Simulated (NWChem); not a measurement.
Molecule: C3H5NSSi; SMILES [SiH3]c1cncs1

All runs: NWChem. Pople sets run with spherical d functions. All runs use the structure optimised with PBE0/def2-SVP. Level TPSS/6-31G*: energy and gradient; each run changes one setting, and changes count from the defaults (medium grid, exact Coulomb integrals, symmetry on).

| setting | size of the energy change (μHa) | largest change of a gradient component (μHa/bohr) | time, defaults = 1 (rough) |
|---|---|---|---|
| defaults | < 10 | < 30 | about 1 |
| Coulomb fitting, Weigend set | 300 | 50 | 0.3 |
| Coulomb fitting, Ahlrichs set | 600 | 100 | 0.3 |
| symmetry off | < 10 | other frame | about 1 |
| tight SCF thresholds and tolerances | < 10 | < 30 | about 1 |
